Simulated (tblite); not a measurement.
A geometry optimisation, step by step.

Compound: C6H12BNSi.
Atom-mapped SMILES: `[BH:1]1[CH2:2][CH2:3][CH2:4][SiH2:5][N:6]1[C:7]1=[CH:8][CH2:9]1` (hydrogens: H10 on B1; H11, H12 on C2; H13, H14 on C3; H15, H16 on C4; H17, H18 on Si5; H19 on C8; H20, H21 on C9)

Computed with GFN2-xTB (tblite), gas phase: L-BFGS steps from a force-field or distance-geometry start until the largest atomic force falls under 0.01 eV/Å. 4 of its 104 geometries are shown.

Step 0: E = -674.4169 eV, largest atomic force 3.474 eV/Å
```
atom  x, y, z in Å  |  force x, y, z in eV/Å
B1      0.329    1.400   -0.043   -2.972  -1.325   1.218
C2      1.872    1.231    0.003   -0.183   1.571  -0.672
C3      2.440   -0.135    0.095    2.828  -0.844  -0.475
C4      1.732   -1.151    0.899   -2.114  -0.611   1.197
Si5     0.086   -1.445    0.030   -0.748   1.086  -0.427
N6     -0.641    0.211   -0.077    0.337   1.038  -0.203
C7     -2.045    0.361   -0.178    0.736   1.132  -0.115
C8     -3.145    1.019   -0.543    1.751   0.089  -0.453
C9     -3.354   -0.283    0.152   -0.215  -0.171   0.430
H10    -0.162    2.427    0.367    0.203  -0.500  -0.746
H11     2.263    1.911    0.792   -0.131  -0.479  -0.310
H12     2.252    1.673   -0.951   -0.088  -0.040   0.564
H13     3.470   -0.057    0.524   -0.253   0.079  -0.384
H14     2.577   -0.562   -0.928   -0.044   0.288   0.493
H15     1.434   -0.797    1.924    0.891  -0.290  -0.674
H16     2.251   -2.112    0.947    0.226   0.423   0.277
H17    -0.794   -2.334    0.751   -0.289  -0.134   0.129
H18     0.395   -1.887   -1.332   -0.159  -0.126  -0.152
H19    -3.599    1.881   -1.016    0.262  -0.649   0.312
H20    -3.776   -0.149    1.174    0.333  -0.905  -0.608
H21    -3.593   -1.185   -0.436   -0.373   0.367   0.601
```

Step 34: E = -675.3839 eV, largest atomic force 0.169 eV/Å
```
atom  x, y, z in Å  |  force x, y, z in eV/Å
B1      0.262    1.363   -0.142   -0.079   0.027   0.021
C2      1.829    1.265    0.096   -0.166   0.000  -0.027
C3      2.471   -0.126    0.036   -0.006   0.072  -0.008
C4      1.703   -1.170    0.849    0.050   0.059   0.002
Si5    -0.022   -1.426    0.123    0.017  -0.021   0.061
N6     -0.582    0.228   -0.101    0.009  -0.012   0.096
C7     -1.933    0.390   -0.186    0.046   0.124  -0.068
C8     -3.002    1.075   -0.471   -0.009  -0.021  -0.021
C9     -3.218   -0.317    0.077   -0.053   0.029  -0.048
H10    -0.265    2.407   -0.288    0.128  -0.030   0.011
H11     2.021    1.709    1.083   -0.013  -0.105  -0.069
H12     2.349    1.924   -0.608   -0.003  -0.063   0.036
H13     3.497   -0.049    0.403    0.080  -0.074   0.017
H14     2.523   -0.458   -1.004    0.001   0.028  -0.037
H15     1.633   -0.825    1.882    0.009  -0.030   0.032
H16     2.248   -2.114    0.867    0.063   0.064  -0.016
H17    -0.913   -2.134    1.040   -0.064   0.035   0.075
H18    -0.021   -2.103   -1.179    0.033   0.026  -0.060
H19    -3.484    1.949   -0.833    0.008  -0.067   0.038
H20    -3.581   -0.449    1.091    0.040   0.025   0.092
H21    -3.524   -1.122   -0.579   -0.090  -0.066  -0.127
```

Step 69: E = -675.4249 eV, largest atomic force 0.050 eV/Å
```
atom  x, y, z in Å  |  force x, y, z in eV/Å
B1      0.247    1.373   -0.110    0.021  -0.022  -0.020
C2      1.806    1.266    0.142   -0.022  -0.045   0.004
C3      2.444   -0.112   -0.050    0.007  -0.003  -0.013
C4      1.787   -1.183    0.821    0.013   0.013  -0.033
Si5    -0.039   -1.391    0.372   -0.017   0.009  -0.044
N6     -0.594    0.241    0.003   -0.008   0.026   0.040
C7     -1.936    0.392   -0.176   -0.003   0.002  -0.050
C8     -2.990    1.096   -0.470    0.001   0.002   0.002
C9     -3.230   -0.352   -0.123   -0.014   0.006  -0.013
H10    -0.247    2.406   -0.365   -0.013   0.020   0.026
H11     1.982    1.587    1.175    0.032   0.007   0.021
H12     2.341    1.989   -0.480    0.010  -0.006   0.002
H13     3.512   -0.058    0.182    0.023   0.006   0.034
H14     2.362   -0.402   -1.100   -0.033  -0.001  -0.021
H15     1.908   -0.919    1.872   -0.006   0.039   0.024
H16     2.309   -2.130    0.680    0.016  -0.019   0.020
H17    -0.866   -1.925    1.457    0.024   0.026   0.032
H18    -0.187   -2.196   -0.848   -0.032  -0.014  -0.033
H19    -3.465    1.999   -0.759    0.004   0.015   0.004
H20    -3.669   -0.607    0.838   -0.001  -0.028   0.000
H21    -3.482   -1.058   -0.909   -0.001  -0.031   0.016
```

Step 103: E = -675.4323 eV, largest atomic force 0.009 eV/Å
```
atom  x, y, z in Å  |  force x, y, z in eV/Å
B1      0.250    1.390   -0.050    0.005  -0.004   0.002
C2      1.815    1.262    0.151    0.003   0.003   0.002
C3      2.427   -0.120   -0.087   -0.001   0.006  -0.004
C4      1.791   -1.182    0.808    0.000   0.004  -0.006
Si5    -0.052   -1.375    0.422   -0.004  -0.001  -0.004
N6     -0.592    0.257    0.024    0.001  -0.001   0.000
C7     -1.931    0.395   -0.189   -0.003   0.001   0.003
C8     -2.992    1.088   -0.488   -0.001  -0.003   0.005
C9     -3.211   -0.376   -0.195   -0.007   0.004  -0.003
H10    -0.245    2.438   -0.239    0.000  -0.002  -0.003
H11     2.044    1.566    1.179    0.001   0.002   0.000
H12     2.333    1.987   -0.483    0.003  -0.002   0.001
H13     3.505   -0.083    0.100   -0.001   0.002   0.002
H14     2.289   -0.398   -1.136   -0.003  -0.007  -0.002
H15     1.937   -0.897    1.851   -0.001  -0.001   0.006
H16     2.305   -2.133    0.673    0.000  -0.003   0.002
H17    -0.824   -1.833    1.581   -0.001  -0.002   0.005
H18    -0.290   -2.222   -0.754   -0.001   0.009  -0.002
H19    -3.473    1.994   -0.754    0.000  -0.005  -0.001
H20    -3.668   -0.676    0.745    0.003   0.000   0.001
H21    -3.428   -1.064   -1.007    0.007   0.000  -0.002
```

Task: Summarise the path.

Result: The energy falls by 97.97 kJ/mol from step 0 to step 103; nine tenths of that is first reached at step 25. It falls at every step. The largest force goes from 3.474 to 0.009 eV/Å. Among the bonds B1–N6 changes most, from 1.534 to 1.414 Å; the atoms move by 0.486 Å rms after alignment.

The cost below is that of the whole relaxation. The run took 2.9 s wall on one thread, Intel Xeon at 2.50 GHz (x86_64), on a shared host.
